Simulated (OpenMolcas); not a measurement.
Co4+.

```yaml
Program: OpenMolcas 26.06
Method: CASSCF
Basis: ANO-RCC-VTZP [6s5p3d2f1g]
Scalar_Hamiltonian: DKH2, point nucleus
Active_space: 5 electrons in 5 orbitals (3d)
State_averaging: 2S+1 = 6 even, 1 root; 2S+1 = 4 even, 24 roots; 2S+1 = 2 even, 75 roots
Spin-orbit_coupling: RASSI with atomic mean-field integrals over the reference wave functions, term energies averaged over their components
```

Levels without dynamic correlation, in cm⁻¹ above 3d⁵ ⁶S_5/2:

```csv
Level,E
3d⁵ ⁴P_5/2,48768
3d⁵ ⁴G_5/2,42457
3d⁵ ⁴D_7/2,52762
3d⁵ ²I_11/2,60481
3d⁵ ²D_5/2(1) [65 %],67662
```

On this reference, MS-CASPT2, IPEA 0.25 Eh, imaginary shift 0.1 Eh (closed shells correlated: 3s 3p) puts 3d⁵ ⁴P_5/2 at 43060 cm⁻¹.

Q: Estimate the other levels at that method by one scale factor, and say how well it serves.

A: The factor is 43060 / 48768 = 0.883. Scaled values beside those that MS-CASPT2 gives and measured ones (Sugar and Corliss, J. Phys. Chem. Ref. Data 10, 1097 (1981)):
```json
{"Level": "3d⁵ ⁴G_5/2", "Scaled": "37490", "MS-CASPT2": "38980", "Miss (%)": "-3.8", "Measured": ""}
{"Level": "3d⁵ ⁴D_7/2", "Scaled": "46589", "MS-CASPT2": "46750", "Miss (%)": "-0.3", "Measured": "44709"}
{"Level": "3d⁵ ²I_11/2", "Scaled": "53405", "MS-CASPT2": "57010", "Miss (%)": "-6.3", "Measured": ""}
{"Level": "3d⁵ ²D_5/2(1) [65 %]", "Scaled": "59746", "MS-CASPT2": "60290", "Miss (%)": "-0.9", "Measured": "57083"}
```
For these levels the scaled values miss MS-CASPT2 by up to 6.3 %, as correlation changes each term by its own factor, spin-orbit parts do not scale and CASPT2 has its own spread within terms. This holds within one configuration; levels of others move differently, and the target method has errors of its own against measurement.

CASPT2 does not keep the components of a term degenerate, so their means are used; among the terms shown or strongly mixed into the levels shown the widest spread is 350 cm-1 (3d⁵ ⁴G, MS-CASPT2). Without dynamic correlation excited terms often stand tens of per cent too high (terms of higher spin than the ground term too low), and those without a measured partner can miss by more than the paired ones (holds for CASSCF). Blocks of more than 70 roots (2S+1 = 2 even) ran without multistate coupling (holds for MS-CASPT2). Measured partners are found by configuration, term and J. A level has none where our copy of the source lacks it or the pairing is in doubt (some pairs that miss far off the trend of their configuration count as doubtful), and it then counts in no deviation. Levels of configurations outside the active space are missing.

A share in square brackets marks a mixed level and gives the weight of the term that names it, the lowest over the columns. A number in round brackets counts repeated terms of one configuration in the order of the reference energies.
